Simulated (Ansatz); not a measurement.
Reaction (redistribution): `O[SiH](O)[NH][GeH3]` + `[OH][Al]([F])[Br]` → `O[SiH](F)[NH][GeH3]` + `[OH][Al]([OH])[Br]`

Program: Ansatz. Geometries: PBE0-D4/def2-TZVP. ΔE: electronic, gas phase. CBS: MP2 limit from def2 TZ/QZ plus the TZ coupled-cluster correction, frozen cores. For Br, Ge outer-core shells are correlated without core-valence functions, which leaves a few kJ/mol of doubt a bond. Scalar relativity is left out up to krypton. One conformer a species, not always the lowest.

`O[SiH](O)[NH][GeH3]`:

Cartesian coordinates in Å:
```
O 0.085 2.032 0.047
Si -0.269 0.728 0.972
O 1.128 0.450 1.797
N -0.758 -0.567 -0.017
Ge 0.058 -1.122 -1.575
H 0.810 2.580 0.353
H -1.386 0.992 1.913
H 1.167 -0.339 2.339
H -1.693 -0.916 0.129
H -0.001 -2.659 -1.635
H -0.653 -0.542 -2.811
H 1.511 -0.637 -1.513
```

`[OH][Al]([F])[Br]`:

Cartesian coordinates in Å:
```
O 1.024 0.351 0.757
Al -0.084 -0.323 -0.304
F 0.372 -1.630 -1.173
Br -2.147 0.487 -0.578
H 0.834 1.115 1.299
```

`O[SiH](F)[NH][GeH3]`:

Z-matrix (Å, degrees):
```
Si
F 1 1.597
N 1 1.698 2 106.8
O 1 1.631 2 112.3 3 120.6
H 1 1.473 2 106.5 3 -125.2
Ge 3 1.845 1 127.1 2 155.9
H 3 1.009 1 117.9 2 -32.2
H 4 0.959 1 118.1 2 -65.4
H 6 1.539 3 109.8 1 -70.6
H 6 1.537 3 110.1 1 49.7
H 6 1.535 3 106.5 1 170.0
```

`[OH][Al]([OH])[Br]`:

Cartesian coordinates in Å:
```
O -1.103 -1.228 0.032
Al 0.049 -0.006 0.030
O -0.267 1.382 -0.863
Br 1.965 -0.221 1.193
H -0.989 -2.043 0.517
H 0.344 2.115 -0.909
```

```json
{"species": "`O[SiH](O)[NH][GeH3]`", "HF/def2-QZVPP energy (Eh)": "-2572.87485"}
{"species": "`[OH][Al]([F])[Br]`", "HF/def2-QZVPP energy (Eh)": "-2989.59190"}
{"species": "`O[SiH](F)[NH][GeH3]`", "HF/def2-QZVPP energy (Eh)": "-2596.89859"}
{"species": "`[OH][Al]([OH])[Br]`", "HF/def2-QZVPP energy (Eh)": "-2965.56925"}
```

Task: Work out ΔE.

Result: ΔE = (-2596.89859) + (-2965.56925) − (-2572.87485) − (-2989.59190) = -0.00109 Eh = -2.9 kJ/mol. CCSD(T)/CBS gives -0.1 kJ/mol.

Largest T1 diagnostic among the species: 0.012.
